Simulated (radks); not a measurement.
The bromine anion Br-, [Kr], held by a Watson sphere: a shell of charge +1.46 at radius R that stands for the Madelung well of a crystal (potential energy -1.46/R inside, -1.46/r outside, in hartree with lengths in bohr). All-electron calculation, scalar-relativistic Kohn-Sham, PBEsol, spin-polarised, spherical densities, finite nucleus; Fermi nuclear charge, rms radius of each element as measured or else 0.836 A^(1/3) + 0.57 fm. Program: a radial shooting solver on a logarithmic mesh with Libxc functionals. Response by self-consistent Sternheimer equations with the Hartree and adiabatic LDA kernel, the relativistic mass of each level held fixed and spin-orbit coupling left out. The sphere does not respond.

| R (bohr) | e(3d) (eV) | e(4s) (eV) | e(4p) (eV) | <r> 4p (bohr) | sum of <r^2> (bohr^2) | X-ray form factor at sin(theta)/lambda = 0.1 1/angstrom | alpha (bohr^3) |
|---|---|---|---|---|---|---|---|
| 2.48 | -69.255 | -24.076 | -12.147 | 2.108 | 45.30 | 33.117 | 21.80 |
| 2.63 | -68.993 | -23.674 | -11.811 | 2.129 | 46.03 | 33.083 | 23.09 |
| 2.98 | -68.394 | -22.802 | -11.036 | 2.172 | 47.57 | 33.015 | 26.22 |
| 4.05 | -66.636 | -20.640 | -8.941 | 2.256 | 50.88 | 32.888 | 35.98 |
| 4.51 | -65.963 | -19.902 | -8.200 | 2.277 | 51.79 | 32.860 | 39.84 |
| 5.05 | -65.255 | -19.153 | -7.443 | 2.294 | 52.58 | 32.838 | 43.90 |
